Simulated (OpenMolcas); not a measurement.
An atom or ion with 30 electrons was computed by SS-CASPT2, IPEA 0.25 Eh, imaginary shift 0.1 Eh with spin-orbit coupling (OpenMolcas, ANO-RCC-VQZP, DKH2). The lowest levels that the run gave, each within 12 % of the measured value where one is at hand:

```json
{"J": "0", "Parity": "even", "E (cm⁻¹)": "0.0", "g": ""}
{"J": "0", "Parity": "odd", "E (cm⁻¹)": "73496", "g": ""}
{"J": "1", "Parity": "odd", "E (cm⁻¹)": "74501", "g": "1.501"}
{"J": "2", "Parity": "odd", "E (cm⁻¹)": "76650", "g": "1.501"}
{"J": "1", "Parity": "odd", "E (cm⁻¹)": "113034", "g": "1.001"}
{"J": "0", "Parity": "even", "E (cm⁻¹)": "178307", "g": ""}
{"J": "1", "Parity": "even", "E (cm⁻¹)": "179573", "g": "1.501"}
{"J": "2", "Parity": "even", "E (cm⁻¹)": "180672", "g": "1.351"}
{"J": "2", "Parity": "even", "E (cm⁻¹)": "183791", "g": "1.150"}
{"J": "0", "Parity": "even", "E (cm⁻¹)": "209980", "g": ""}
```

Problem. Which ion is it, and what are the configurations and terms?

Solution. As3+ (Z = 33, charge +3; active space 2 electrons in 4 orbitals (4s 4p)). J, parity and g give the terms where levels are pure, and mixed ones are named by the computed weights; the size of the splittings, set against known spectra of the 30-electron sequence, gives the charge. In order, with the measured energies in cm⁻¹ (Moore, Atomic Energy Levels, vol. II, NSRDS-NBS 35 (1971 reprint of NBS Circular 467, 1952)): 4s² ¹S₀, 4s 4p ³P°₀, 4s 4p ³P°₁ (76962), 4s 4p ³P°₂ (79492), 4s 4p ¹P°₁ (112022), 4p² ³P₀, 4p² ³P₁ (181468), 4p² ³P₂ [70 %] (184394), 4p² ¹D₂ [70 %], 4p² ¹S₀ (211683).

Over all roots computed the reference weight is 0.93 to 0.99; the roots of lowest weight are the least certain, and an intruder state may touch them. The ¹D term of p² mixes with s d, which this space lacks. Computed and measured levels are paired by configuration, term and J; levels that our copy of the source lacks, or whose pairing is in doubt (as where it misses far off the trend of its configuration), stay unpaired and out of the deviations. Levels of configurations outside the active space are missing.

A share in square brackets marks a mixed level and gives the weight of the term that names it. ° marks odd parity.
